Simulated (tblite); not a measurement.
Species: C3H9F3Si2.
Atom-mapped SMILES: `[CH3:1][C:2]([SiH3:3])([SiH3:4])[C:5]([F:6])([F:7])[F:8]` (hydrogens: H9, H10, H11 on C1; H12, H13, H14 on Si3; H15, H16, H17 on Si4)

Computed with GFN2-xTB (tblite), gas phase: L-BFGS steps from a force-field or distance-geometry start until the largest atomic force falls under 0.01 eV/Å.

Step 41: E = -780.5903 eV
```
atom  x, y, z in Å  |  force x, y, z in eV/Å
C1     -0.3326   -1.4430   -0.6398    0.004  -0.012  -0.042
C2     -0.0187   -0.0759   -0.0161   -0.072   0.016   0.028
Si3     1.8074   -0.0008    0.6125   -0.063   0.022   0.000
Si4    -0.5387    1.3164   -1.2508   -0.003   0.023   0.035
C5     -0.8815    0.0937    1.1966    0.025  -0.002  -0.003
F6     -2.2074    0.0322    0.9451    0.053  -0.032   0.019
F7     -0.6662   -0.8298    2.1593   -0.027  -0.022  -0.058
F8     -0.6869    1.2854    1.8028   -0.012   0.013  -0.039
H9     -1.3828   -1.5064   -0.9346    0.071  -0.019   0.068
H10     0.2766   -1.5748   -1.5316   -0.014  -0.048   0.001
H11    -0.1156   -2.2672    0.0429   -0.045   0.107   0.019
H12     1.8392    0.0052    2.0703    0.016  -0.028   0.021
H13     2.4252    1.2284    0.1189    0.006  -0.012  -0.038
H14     2.4755   -1.1933    0.0952    0.012   0.012  -0.027
H15    -0.5475    0.7008   -2.5780    0.036   0.014   0.012
H16    -1.8676    1.8208   -0.9229   -0.030  -0.025  -0.016
H17     0.4145    2.4202   -1.1796    0.043  -0.007   0.020
```

Step 42: E = -780.5913 eV
```
atom  x, y, z in Å  |  force x, y, z in eV/Å
C1     -0.3327   -1.4439   -0.6393    0.028   0.031  -0.008
C2     -0.0209   -0.0754   -0.0165   -0.012   0.014  -0.003
Si3     1.8059    0.0001    0.6130   -0.064   0.010  -0.015
Si4    -0.5383    1.3197   -1.2512    0.013  -0.018   0.052
C5     -0.8826    0.0925    1.1956    0.018   0.006  -0.007
F6     -2.2076    0.0309    0.9413    0.026  -0.028   0.030
F7     -0.6683   -0.8319    2.1574   -0.025  -0.020  -0.050
F8     -0.6886    1.2842    1.8021   -0.016   0.012  -0.029
H9     -1.3833   -1.5100   -0.9245    0.013  -0.030   0.046
H10     0.2695   -1.5754   -1.5343    0.011  -0.038  -0.033
H11    -0.1065   -2.2654    0.0420   -0.048   0.075   0.044
H12     1.8399    0.0057    2.0706    0.012  -0.025   0.024
H13     2.4244    1.2273    0.1163    0.008  -0.004  -0.035
H14     2.4759   -1.1920    0.0963    0.005   0.014  -0.025
H15    -0.5471    0.7020   -2.5770    0.035   0.015   0.004
H16    -1.8661    1.8241   -0.9233   -0.045  -0.013  -0.012
H17     0.4192    2.4192   -1.1785    0.042   0.001   0.018
```

Question: Estimate the geometry and energy of step 43. (The exact step hangs on the optimiser's Hessian estimate; all steps are aligned on step 42, rigid shifts and turns removed.)

Answer: E = -780.5926 eV, largest force 0.081 eV/Å
```
atom  x, y, z in Å  |  force x, y, z in eV/Å
C1     -0.3328   -1.4442   -0.6389    0.034   0.056   0.016
C2     -0.0236   -0.0746   -0.0162    0.066   0.007  -0.046
Si3     1.8037    0.0011    0.6126   -0.041  -0.006  -0.024
Si4    -0.5381    1.3228   -1.2503    0.027  -0.050   0.055
C5     -0.8832    0.0914    1.1952   -0.002   0.012  -0.015
F6     -2.2068    0.0287    0.9387   -0.024  -0.021   0.034
F7     -0.6707   -0.8341    2.1557   -0.009  -0.015  -0.030
F8     -0.6904    1.2838    1.8005   -0.015   0.007  -0.009
H9     -1.3833   -1.5107   -0.9199   -0.019  -0.039   0.022
H10     0.2682   -1.5787   -1.5341    0.010  -0.025  -0.031
H11    -0.1057   -2.2621    0.0451   -0.040   0.048   0.051
H12     1.8438    0.0047    2.0703    0.003  -0.021   0.016
H13     2.4228    1.2264    0.1122    0.005   0.000  -0.029
H14     2.4770   -1.1897    0.0944   -0.008   0.023  -0.019
H15    -0.5440    0.7027   -2.5749    0.034   0.018  -0.002
H16    -1.8663    1.8251   -0.9250   -0.058  -0.002  -0.008
H17     0.4224    2.4193   -1.1752    0.037   0.006   0.018
```

The energy changes by -0.0013 eV. The first-order estimate −F·Δx gives -0.0017 eV and the mean of the old and new forces, exact on a quadratic surface, -0.0013 eV. The step makes an angle of 53° with the force vector and moves no atom by more than 0.005 Å.

What follows is the cost of the whole relaxation. Time: 1.3 s. Hardware: Arm Neoverse V1, one thread, shared host with 32 logical CPUs at a one-minute load of 24.
